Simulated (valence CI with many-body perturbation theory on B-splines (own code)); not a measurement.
## Energy levels of Hf23+

Level of theory: configuration interaction combined with many-body perturbation theory (CI+MBPT): three valence electrons over a frozen Dirac-Fock core [Kr] 4d10, radial functions for each j: 8 s, 8 p, 9 d, 9 f, 6 g, 3 h, 2 i, with the one-electron correlation potential Σ1, the two-electron term Σ2, the three-electron term Σ3, Breit, model QED; selected CI, second order for the rest (own B-spline code, finite nucleus).

No measured levels were compared; by estimate terms of the open shell hold to a few per cent of their energy, and close levels can change places. Core correlation moves these levels by up to 45000 cm⁻¹, and in measured spectra 5 to 20 % of such shifts remained as error; rates that hang on mixing are uncertain with them.

Levels 1 to 45 of 64, with energies above the lowest level, 4f3 4I°_9/2. "Leading %" is the weight of the configuration and term that name the level; weights of strongly mixed levels are sums over their largest components and can fall short. In the jj column 3d3/2^4 stands for four electrons in 3d with j = 3/2. Lifetimes count E1, E2, E3, M1 and M2 decay at the calculated energies, and are blank where another channel may lead or the interval is too uncertain; long ones can be off by a factor of two.

```tsv
No.	Configuration	Term	J	E (eV)	Leading %	Lifetime	Leading jj
1	4f3	4I°	9/2	0.000	85		4f5/2^3 (81 %)
2	4f3	4I°	11/2	1.978	95	6.43 ms	4f5/2^2 4f7/2 (93 %)
3	4f3	4I°	13/2	3.716	94	8.20 ms	4f5/2 4f7/2^2 (66 %)
4	4f3	4F°	3/2	4.016	68		4f5/2^3 (75 %)
5	4f3	2H°	9/2	4.831	41	3.99 ms	4f5/2^2 4f7/2 (76 %)
6	4f3	4I°	15/2	5.255	86	17.9 ms	4f5/2 4f7/2^2 (50 %)
7	4f3	4F°	5/2	5.354	83	27.6 ms	4f5/2^2 4f7/2 (66 %)
8	4f3	4S°	3/2	5.906	67	25.8 ms	4f5/2^2 4f7/2 (84 %)
9	4f3	4F°	7/2	5.975	56	35.5 ms	4f5/2^2 4f7/2 (87 %)
10	4f3	4G°	5/2	6.329	85	53.5 ms	4f5/2^2 4f7/2 (47 %)
11	4f3	4G°	7/2	7.205	64	10.3 ms	4f5/2^2 4f7/2 (79 %)
12	4f3	4F°	9/2	7.433	63	4.47 ms	4f5/2 4f7/2^2 (85 %)
13	4f3	2H°	11/2	7.699	74	4.10 ms	4f5/2 4f7/2^2 (70 %)
14	4f3	2K°	13/2	7.830	91	3.02 ms	4f5/2^2 4f7/2 (59 %)
15	4f3	2G°	7/2	8.647	51	4.15 ms	4f5/2 4f7/2^2 (84 %)
16	4f3	2D°	3/2	8.655	33	2.90 ms	4f5/2 4f7/2^2 (63 %)
17	4f3	4G°	9/2	8.945	86	4.61 ms	4f5/2 4f7/2^2 (75 %)
18	4f3	2P°	1/2	9.135	68	5.70 ms	4f5/2^2 4f7/2 (84 %)
19	4f3	2K°	15/2	9.197	53	3.16 ms	4f5/2^2 4f7/2 (65 %)
20	4f3	2D°	5/2	9.913	60	5.74 ms	4f5/2^2 4f7/2 (58 %)
21	4f3	2H°	11/2	10.101	46	11.9 ms	4f5/2^2 4f7/2 (48 %)
22	4f3	4D°	3/2	10.601	50	9.53 ms	4f5/2^2 4f7/2 (68 %)
23	4f3	2D°	5/2	10.629	61	3.50 ms	4f5/2 4f7/2^2 (66 %)
24	4f3	2G°	9/2	10.840	53	2.38 ms	4f7/2^3 (72 %)
25	4f3	2I°	11/2	11.163	62	4.64 ms	4f5/2 4f7/2^2 (61 %)
26	4f3	4D°	1/2	11.818	68	7.87 ms	4f5/2 4f7/2^2 (84 %)
27	4f3	2D°	3/2	12.215	45	1.72 ms	4f5/2 4f7/2^2 (53 %)
28	4f3	2L°	15/2	12.328	65	2.53 ms	4f5/2 4f7/2^2 (49 %)
29	4f3	2I°	13/2	12.417	95	5.98 ms	4f5/2 4f7/2^2 (93 %)
30	4f3	4D°	7/2	12.619	93	7.17 ms	4f5/2 4f7/2^2 (69 %)
31	4f3	2L°	17/2	12.821	100	7.26 ms	4f5/2 4f7/2^2 (100 %)
32	4f3	2H°	9/2	12.905	82	3.12 ms	4f5/2 4f7/2^2 (42 %)
33	4f3	2F°	5/2	13.963	48	1.26 ms	4f5/2 4f7/2^2 (85 %)
34	4f3	2D°	3/2	14.263	61	1.94 ms	4f7/2^3 (58 %)
35	4f3	2H°	11/2	14.651	67	1.92 ms	4f7/2^3 (62 %)
36	4f3	2F°	7/2	16.343	88	1.49 ms	4f5/2 4f7/2^2 (49 %)
37	4f3	2D°	5/2	16.365	55	1.25 ms	4f7/2^3 (75 %)
38	4f3	2G°	9/2	17.832	94	3.02 ms	4f5/2 4f7/2^2 (73 %)
39	4f3	2G°	7/2	18.308	91	4.15 ms	4f5/2 4f7/2^2 (47 %)
40	4f3	2F°	7/2	24.619	93	705 μs	4f7/2^3 (41 %)
41	4f3	2F°	5/2	25.343	99	1.10 ms	4f5/2 4f7/2^2 (85 %)
42	4f2 5s	4H	7/2	86.833	91	6.17 μs	4f5/2^2 5s (95 %)
43	4f2 5s	4H	9/2	87.460	62	5.22 μs	4f5/2^2 5s (89 %)
44	4f2 5s	4F	3/2	88.893	90	1.66 μs	4f5/2^2 5s (83 %)
45	4f2 5s	4F	5/2	89.401	70	1.60 μs	4f5/2^2 5s (76 %)
```

Names give the largest LS component (configuration and term), which can be under half, so a name can repeat, a term be missing and a line seem to break the LS rules; names also repeat where a configuration has a term twice.

Where two levels of one J and parity lie close, their mixing, g and order are uncertain.

The ionisation energy to 4f2 3H_4 of the next ion comes out as 675.62 eV (NIST: 690 ± 30 eV (theoretical)). All 64 levels together are meant to be complete up to 100.697 eV.
